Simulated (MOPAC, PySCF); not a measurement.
C4H7ClSi, SMILES `C=C([SiH3])C(=C)Cl` (Si–C–C–Cl torsion 45°), neutral singlet in the gas phase. 

Z-matrix (Å, degrees):
```
C
C 1 1.3301
H 2 1.0825 1 121.59
H 2 1.0842 3 116.76 1 -179.42
C 1 1.4719 2 119.89 3 176.90
C 5 1.3214 1 125.97 2 -46.24
H 6 1.0796 5 121.84 1 -179.84
H 6 1.0806 7 118.54 5 -178.85
Cl 5 1.7491 6 119.64 7 -1.76
Si 1 1.8775 2 120.18 3 -2.53
H 10 1.4762 1 111.63 2 -105.09
H 10 1.4779 11 108.97 1 121.87
H 10 1.4785 11 109.20 12 120.03
```
Charge 0, spin multiplicity 1.

All levels are single points at this geometry (CAM-B3LYP-D3(BJ)/def2-TZVP); Pople sets use spherical d functions. Orbital energies aren't observables, and empty levels follow the basis.

AM1 in MOPAC gives gap (eV) = 10.01.

Question: Estimate the gap (eV) from each of these levels: CAM-B3LYP-D3(BJ)/def2-TZVP in PySCF; PBE-D3(BJ)/def2-TZVP in PySCF; TPSSh-D3(BJ)/def2-TZVP in PySCF; B3LYP/6-311+G** in PySCF; B3LYP/6-31G* in PySCF; BP86/6-31G* in PySCF; M06-2X/6-31G* in PySCF; PBE/6-31G* in PySCF; HF/STO-3G in PySCF; PM3 in MOPAC; PM6 in MOPAC; PM7 in MOPAC.

Answer: 
| level | gap (eV) |
|---|---|
| CAM-B3LYP-D3(BJ)/def2-TZVP in PySCF | 8.47 |
| PBE-D3(BJ)/def2-TZVP in PySCF | 4.02 |
| TPSSh-D3(BJ)/def2-TZVP in PySCF | 5.01 |
| B3LYP/6-311+G** in PySCF | 5.60 |
| B3LYP/6-31G* in PySCF | 5.83 |
| BP86/6-31G* in PySCF | 4.15 |
| M06-2X/6-31G* in PySCF | 8.33 |
| PBE/6-31G* in PySCF | 4.15 |
| HF/STO-3G in PySCF | 14.48 |
| PM3 in MOPAC | 9.71 |
| PM6 in MOPAC | 9.66 |
| PM7 in MOPAC | 9.85 |
